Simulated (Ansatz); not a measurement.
One change: `[F][GaH][SeH]` becomes `[F][GaH][F]`.

Ansatz, PBE0-D4/def2-TZVP geometries, multiplicity 1. Each molecule was computed in one conformer, which needn't be the lowest.

Scalar relativity is left out up to krypton.

```csv
property,`[F][GaH][SeH]`
HOMO energy (PBE0/def2-TZVPP) / eV,-7.68
size of the dipole moment (B3LYP/def2-TZVPP) / D,2.50
HOMO–LUMO gap (B3LYP/def2-TZVPP) / eV,5.86
LUMO energy (B3LYP/def2-TZVPP) / eV,-1.59
size of the dipole moment (PBE/def2-TZVPP) / D,2.37
"ideal-gas entropy at 298 K and 1 bar (rigid rotor, harmonic PBE0-D4/def2-TZVP) / J/(mol·K)",317
```

**Question.** Give the same properties after the change, and the shifts. (Best estimate.)

**Answer.** Ansatz gave: 
| property | `[F][GaH][F]` | shift |
| --- | --- | --- |
| HOMO energy (PBE0/def2-TZVPP) / eV | -10.39 | -2.71 |
| size of the dipole moment (B3LYP/def2-TZVPP) / D | 2.53 | 0.03 |
| HOMO–LUMO gap (B3LYP/def2-TZVPP) / eV | 8.46 | 2.60 |
| LUMO energy (B3LYP/def2-TZVPP) / eV | -1.71 | -0.12 |
| size of the dipole moment (PBE/def2-TZVPP) / D | 2.37 | 0.00 |
| ideal-gas entropy at 298 K and 1 bar (rigid rotor, harmonic PBE0-D4/def2-TZVP) / J/(mol·K) | 278 | -39 |

With PBE0 the HOMO falls by 2.71 eV and the LUMO falls by 0.05 eV, so the gap widens by about 2.66 eV. PBE moves the HOMO by -2.14 eV and ωB97M-V by -2.92 eV. The zero-point energy changes by -16.6 kJ/mol with -3 modes. Dipoles are sizes alone; their direction can turn.

B3LYP here is the variant with VWN-RPA as its local correlation; programs differ in this.

Spin–orbit coupling is left out; it splits and shifts lone-pair levels of the heavy atoms by tenths of an eV.
